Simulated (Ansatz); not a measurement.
Br₃FTi, SMILES `[F][Ti]([Br])([Br])[Br]`, 5 atoms. Total charge 0; spin multiplicity 1. Correlated methods include outer-core shells of Br, Ti, which these sets cover unevenly. Scalar relativity is left out up to krypton. All runs use 4 threads of an Intel Xeon Platinum 8488C on a shared host. Correlated methods freeze the cores.

Give the basis size and wall time and peak host memory of each of these runs in Ansatz. RKS HSE06 (plane-wave form)-D4/def2-TZVPP energy; RKS PBE0-D4/def2-TZVP frequencies; RHF-MP2/def2-TZVPP energy; direct RPA on PBE orbitals/def2-TZVPP energy; RHF-MP2/def2-QZVPP energy; RKS PBE-D4/def2-TZVPP energy and forces; RKS PBE0-D4/def2-QZVPP energy; RKS PBE0-D4/def2-SVP energy; RKS r2SCAN-D4/def2-TZVPP energy and forces; RHF-CCSD(T)/def2-SVP energy; RKS ωB97M-V/def2-SVP energy; RKS ωB97M-V/def2-QZVPP energy. (An estimate is asked.)

Ansatz gave: Other jobs shared the machine, so times are rough.

| level | job | functions | wall time | peak host memory (GiB) |
| --- | --- | --- | --- | --- |
| RKS PBE0-D4/def2-SVP | energy | 141 | 2.1 s | 0.47 |
| RKS PBE-D4/def2-TZVPP | energy and forces | 239 | 2.5 s | 0.44 |
| RKS HSE06 (plane-wave form)-D4/def2-TZVPP | energy | 239 | 5.5 s | 1.4 |
| direct RPA on PBE orbitals/def2-TZVPP | energy | 239 | 5.5 s | 0.69 |
| RKS r2SCAN-D4/def2-TZVPP | energy and forces | 239 | 6 s | 0.48 |
| RHF-MP2/def2-TZVPP | energy | 239 | 6.5 s | 0.84 |
| RKS ωB97M-V/def2-SVP | energy | 141 | 7 s | 0.66 |
| RKS PBE0-D4/def2-QZVPP | energy | 417 | 12 s | 2.8 |
| RHF-CCSD(T)/def2-SVP | energy | 141 | 23 s | 1 |
| RKS ωB97M-V/def2-QZVPP | energy | 417 | 25 s | 3.1 |
| RHF-MP2/def2-QZVPP | energy | 417 | 26 s | 2.5 |
| RKS PBE0-D4/def2-TZVP | frequencies | 220 | 2.3 min | 1 |
